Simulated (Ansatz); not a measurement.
One change: `C[S][Al]([F])[F]` becomes `C[CH2][Al]([F])[F]`.

Ansatz, PBE0-D4/def2-TZVP geometries, multiplicity 1. Each molecule was computed in one conformer, which needn't be the lowest.

| property | `C[S][Al]([F])[F]` |
| --- | --- |
| LUMO energy (PBE0/def2-TZVPP) / eV | -0.94 |
| HOMO–LUMO gap (ωB97M-V/def2-TZVPP) / eV | 10.51 |
| HOMO energy (PBE/def2-TZVPP) / eV | -6.42 |
| HOMO–LUMO gap (PBE/def2-TZVPP) / eV | 4.62 |
| HOMO energy (B3LYP/def2-TZVPP) / eV | -7.39 |
| LUMO energy (ωB97M-V/def2-TZVPP) / eV | 0.71 |

Q: Give the same properties after the change, and the shifts. (Best estimate.)

A: Computed: 
| property | `C[CH2][Al]([F])[F]` | shift |
| --- | --- | --- |
| LUMO energy (PBE0/def2-TZVPP) / eV | -0.52 | 0.42 |
| HOMO–LUMO gap (ωB97M-V/def2-TZVPP) / eV | 11.76 | 1.25 |
| HOMO energy (PBE/def2-TZVPP) / eV | -7.19 | -0.77 |
| HOMO–LUMO gap (PBE/def2-TZVPP) / eV | 5.83 | 1.21 |
| HOMO energy (B3LYP/def2-TZVPP) / eV | -8.31 | -0.92 |
| LUMO energy (ωB97M-V/def2-TZVPP) / eV | 1.01 | 0.30 |

With PBE0 the HOMO falls by 0.86 eV and the LUMO rises by 0.42 eV, so the gap widens by about 1.28 eV. PBE moves the HOMO by -0.77 eV and ωB97M-V by -0.95 eV. The zero-point energy changes by 66.2 kJ/mol with +6 modes.

B3LYP here is the variant with VWN-RPA as its local correlation; programs differ in this.
